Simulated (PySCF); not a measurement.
Excitations are Tamm–Dancoff values on a coarser integration grid. The basis has no diffuse functions, so Rydberg states are missing or too high.

## C3H8Si, SMILES `C1C(C1)[SiH3]` (charge 0, multiplicity 1)

Computed with TPSSh-D3(BJ)/def2-TZVP (PySCF 2.14.0).

| Property | Value |
|---|---|
| HOMO | -7.58 eV |
| dipole moment | 0.96 D |
| LUMO | 0.62 eV |
| HOMO–LUMO gap | 8.20 eV |
| S1 excitation (TDA) | 7.76 eV |
| S1 oscillator strength | 0.000 |
| brightest of the four lowest singlets (TDA) | 7.79 eV |
| T1 excitation (TDA) | 7.45 eV |
| S1–T1 gap (TDA) | 0.32 eV |
| total energy | -408.6879 Ha |
| cost | very roughly 8 core-minutes |

```xyz
12

Si     1.6673     0.0822     0.1269
C     -0.1148    -0.2062     0.5585
C     -1.1906     0.7061    -0.0007
C     -1.0841    -0.6995    -0.4996
H      1.7317     0.5833    -1.2694
H      2.4594    -1.1694     0.2203
H      2.2879     1.0896     1.0230
H     -0.3126    -0.5768     1.5603
H     -2.0194     0.9570     0.6494
H     -0.8872     1.5068    -0.6652
H     -0.7082    -0.8564    -1.5039
H     -1.8399    -1.4107    -0.1909
```
Charge 0, spin multiplicity 1.
